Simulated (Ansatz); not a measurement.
`[SeH]C1=NC1` + `C[O][GeH]([OH])[Cl]` → `C[O][GeH]([Cl])[SeH]` + `OC1=NC1`  (formal exchange of groups at the Se–C bond)

Computed with Ansatz on PBE0-D4/def2-TZVP structures; ΔE is electronic, products minus reactants. CCSD(T)/CBS adds triple-zeta CCSD(T) − MP2 to the extrapolated MP2 energy (def2 sets, frozen cores). Functionals use def2-TZVPP. B3LYP here is the variant with VWN-RPA as its local correlation; programs differ in this. For Ge, Se outer-core shells are correlated without core-valence functions, which leaves a few kJ/mol of doubt a bond. Scalar relativity is left out up to krypton. One conformer a species, not always the lowest.

```tsv
species	B3LYP-D4 energy (Eh)
`[SeH]C1=NC1`	-2534.33667
`C[O][GeH]([OH])[Cl]`	-2729.02561
`C[O][GeH]([Cl])[SeH]`	-5055.35878
`OC1=NC1`	-208.00824
```

(1) Work out ΔE.

Largest T1 diagnostic among the species: 0.013.

## Answers

(1) ΔE = (-5055.35878) + (-208.00824) − (-2534.33667) − (-2729.02561) = -0.00474 Eh = -12.4 kJ/mol. CCSD(T)/CBS gives -3.4 kJ/mol.

In def2-TZVPP, CCSD(T) changes the Hartree–Fock value by +8.4 kJ/mol (the triples alone add +0.5 kJ/mol) and MP2 by +12.2 kJ/mol.
